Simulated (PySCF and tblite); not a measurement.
Values are calculated unless marked as measured or tabulated.
3 regioisomers of C₆H₉F₃O:

| isomer | SMILES |
| --- | --- |
| A | [F:1][C:2]([F:3])([F:4])[C@@H:5]1[CH2:6][CH2:7][CH2:8][O:9][CH2:10]1 |
| B | [F:1][C:2]([F:3])([F:4])[CH:5]1[CH2:6][CH2:7][O:8][CH2:9][CH2:10]1 |
| C | [F:1][C:2]([F:3])([F:4])[C@@H:5]1[CH2:6][CH2:7][CH2:8][CH2:9][O:10]1 |

Each isomer is a Boltzmann average at 298.15 K over at most 4 conformers: GFN2-xTB geometries, energies PBE0/pcSseg-1 (D3(BJ) added where defined), GIAO shieldings PBE0/pcSseg-1, GFN2-xTB thermal terms. Programs: PySCF with density fitting and tblite.

**Question.** What shifts does each isomer give (ppm; of two unlike H on one atom, a is the less shielded)?

**Answer.** 
A: ¹H (against TMS): 4.31 (H10a, 1H), 4.03 (H8a, 1H), 3.55 (H10b, 1H), 3.41 (H8b, 1H), 2.13 (H5, 1H), 2.08 (H6a, 1H), 1.54 (H7a, 1H), 1.54 (H6b, 1H), 1.50 (H7b, 1H). ¹³C (against TMS): 135.8 (C2), 71.4 (C8), 70.0 (C10), 44.4 (C5), 28.3 (C7), 26.5 (C6). ¹⁹F (against CFCl3): -91.6 (F1/F3/F4).

B: ¹H (against TMS): 4.24 (H7a/H9a, 2H), 3.41 (H7b/H9b, 2H), 1.97 (H5, 1H), 1.64 (H6a/H10a, 2H), 1.61 (H6b/H10b, 2H). ¹³C (against TMS): 136.5 (C2), 70.2 (C7/C9), 44.4 (C5), 28.9 (C6/C10). ¹⁹F (against CFCl3): -94.3 (F1/F3/F4).

C: ¹H (against TMS): 4.28 (H9a, 1H), 3.65 (H5, 1H), 3.54 (H9b, 1H), 1.97 (H7a, 1H), 1.70 (H6a, 1H), 1.67 (H6b, 1H), 1.60 (H8a, 1H), 1.42 (H7b, 1H), 1.36 (H8b, 1H). ¹³C (against TMS): 133.6 (C2), 80.1 (C5), 71.7 (C9), 29.3 (C8), 28.5 (C6), 25.9 (C7). ¹⁹F (against CFCl3): -95.5 (F1/F3/F4).

Unscaled ¹⁹F shifts at such levels can be off by tens of ppm; differences between conformers or isomers are more reliable. Shifts are unscaled: against experiment ¹³C can be off by 15 ppm or more and ¹H by 0.8 ppm.
